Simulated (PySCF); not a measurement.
# NMR data sheet: C$_{5}$H$_{7}$ClF$_{2}$

```
Formula                               : C5H7ClF2
SMILES                                : C[C@@H](Cl)[C@@H]1[C@H](F)[C@@H]1F
Point group of the computed structure : C1
Degrees of unsaturation               : 1
Carbon signals                        : 5
Proton signals                        : 5
```

Atom-mapped SMILES (the numbers label the heavy atoms): `[CH3:1][C@@H:2]([Cl:3])[C@@H:4]1[C@H:5]([F:6])[C@@H:7]1[F:8]`; H(Xn) means a hydrogen on atom n.

How the numbers were obtained: GIAO PBE0/pcSseg-1 shieldings, GFN2-xTB geometry, in PySCF 2.14.0 with density-fitted response routines (no solvent model, one conformer, equivalent nuclei averaged, no relativistic terms).

δ = σ(ref) − σ, references computed at the same level: 1H (31.72 ppm) and 13C (186.93 ppm) against TMS; 19F (170.95 ppm) against CFCl3.

| carbon | δC, type | δH (multiplicity) | HMBC from (2–3 bonds) | span of the C tensor (ppm) |
| --- | --- | --- | --- | --- |
| C1 | 28.2, CH3 | 1.69 (d) | H(C2), H(C4) | 48 |
| C2 | 55.5, CH | 4.31 (m) | H(C5), H(C7), H(C1), H(C4) | 75 |
| C4 | 31.9, CH | 1.02 (m) | H(C5), H(C7), H(C2), H(C1) | 75 |
| C5 | 72.6, CH | 4.40 (m) | H(C7), H(C2), H(C4) | 126 |
| C7 | 74.2, CH | 4.36 (m) | H(C5), H(C2), H(C4) | 123 |

Other nuclei:
| atoms | nucleus | environment | δ (ppm) | σ (ppm) |
| --- | --- | --- | --- | --- |
| F6 | 19F | fluorine on an sp3 carbon | -271.6 | 442.5 |
| F8 | 19F | fluorine on an sp3 carbon | -275.3 | 446.2 |

Carbon types of the structure: 4 × CH, 1 × CH3, which accounts for all hydrogens. δC 74.2, 72.6, 31.9: three-membered-ring carbon. δC 55.5: sp3 CH bonded to Cl; pulled downfield by the heteroatom. δC 28.2: methyl carbon; a saturated carbon with 1 carbon neighbour and no heteroatom attached. δH 4.40, 4.36, 1.02: hydrogen on a three-membered-ring carbon. δH 4.31: hydrogen on an sp3 CH bonded to Cl; its carbon carries Cl, hence the downfield position.

Carbons that carry Cl, above all several Cl atoms, come out too deshielded, partly because spin–orbit coupling is missing. Splittings by 19F in the carbon and heteronuclear signals aren't shown, as no couplings were computed. Shifts are as computed. Against solution values, carbons near 30 ppm lie about +3 ppm off and those near 130 ppm about +5 ppm; carbons on Cl a further +6 ppm. Of 1211 compounds with measured shifts, 218 miss one by over three times the rms of a fit or turn the order of signals round; such compounds aren't used in these exercises. Unscaled 19F shifts against computed CFCl3 carry errors that often reach 10 to 50 ppm. Multiplicities follow the n + 1 count of equivalent neighbours, as no J values were calculated; m marks all less simple cases, F and P coupling included.
